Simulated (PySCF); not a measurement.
**SMILES [BH3-][PH+]1C=C1, C$_{2}$H$_{6}$BP**

Cartesian coordinates in Å; atom numbers follow the order of the lines, from 1:
```xyz
10

B    -1.687    0.005    0.342
P     0.093   -0.494   -0.135
C     1.394    0.497   -0.862
C     1.648    0.213    0.397
H    -2.332   -0.283   -0.656
H    -1.926   -0.721    1.297
H    -1.625    1.196    0.597
H     0.341   -1.850   -0.490
H     1.756    1.054   -1.727
H     2.350    0.391    1.212
```

Computed with GIAO B3LYP/def2-TZVPD magnetisability, rotational g tensor and spin-rotation constants, non-relativistic, gas phase in PySCF. Geometry: PBE0-D3(BJ)/def2-SVP.

What are the magnetisability and the molar susceptibility?

Isotropic -780 × 10⁻³⁰ J/T², or -47.0 × 10⁻⁶ cm³/mol; principal values -1057, -697, -586 × 10⁻³⁰ J/T², anisotropy 426 × 10⁻³⁰ J/T² (root of half the summed squared differences of the principal values). The susceptibility is in cgs units.

Split it along the inertial axes a, b, c into diamagnetic and paramagnetic parts about the centre of mass, with the quadrupole moment.


| axis | χ (10⁻⁶ cm³/mol) | diamagnetic (10⁻⁶ cm³/mol) | paramagnetic (10⁻⁶ cm³/mol) | summed x² of all electrons (Å²) | quadrupole Θ (D Å) |
| --- | --- | --- | --- | --- | --- |
| a | -45.7 | -153.2 | 107.5 | 71.3 | -6.01 |
| b | -35.3 | -376.6 | 341.4 | 18.6 | +5.03 |
| c | -59.9 | -381.7 | 321.8 | 17.5 | +0.98 |

Anisotropies 2χaa − χbb − χcc = +3.7 and 2χbb − χaa − χcc = +35.0 × 10⁻⁶ cm³/mol. Θ is traceless in Buckingham's convention.

And the rotational g tensor?


| axis | rotational constant (GHz) | g | nuclear part | electronic part |
| --- | --- | --- | --- | --- |
| a | 15.9712 | -0.0985 | 0.7078 | -0.8064 |
| b | 4.1311 | -0.0583 | 0.6041 | -0.6625 |
| c | 4.0377 | -0.0058 | 0.6046 | -0.6104 |

Asymmetric top; isotopes 11B, 12C, 1H, 31P; no vibrational averaging.
